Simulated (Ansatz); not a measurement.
Program: Ansatz. Geometries: PBE0-D4/def2-TZVP. ΔE: electronic, gas phase. CCSD(T)/CBS adds triple-zeta CCSD(T) − MP2 to the extrapolated MP2 energy (def2 sets, frozen cores). One conformer a species, not always the lowest.

Consider the cleavage of the B–Si bond: `CB[SiH2][SiH2][AlH2]` + `O=C(O)O` → `CBOC(=O)O` + `[AlH2][SiH2][SiH3]`.

```
               species  CCSD/def2-TZVPP energy (Eh)
`CB[SiH2][SiH2][AlH2]`                   -888.86455
             `O=C(O)O`                   -264.63169
           `CBOC(=O)O`                   -329.28350
  `[AlH2][SiH2][SiH3]`                   -824.26354
```

**Question.** Work out ΔE.

**Answer.** ΔE = (-329.28350) + (-824.26354) − (-888.86455) − (-264.63169) = -0.05080 Eh = -133.4 kJ/mol. CCSD(T)/CBS gives -125.9 kJ/mol.

Largest T1 diagnostic among the species: 0.014.

From PBE to PBE0 (25 % exact exchange), in def2-TZVPP and without D4, ΔE moves by −3.5 kJ/mol. The D4 term adds +13.2 kJ/mol with B3LYP and +7.2 kJ/mol with PBE0; it sums over pairs of atoms, weighted by their polarisabilities, and B3LYP, whose exchange is more repulsive, gets the larger term. In def2-TZVPP, CCSD(T) changes the Hartree–Fock value by +33.8 kJ/mol (the triples alone add +4.5 kJ/mol) and MP2 by +32.7 kJ/mol.

B3LYP here is the variant with VWN-RPA as its local correlation; programs differ in this.
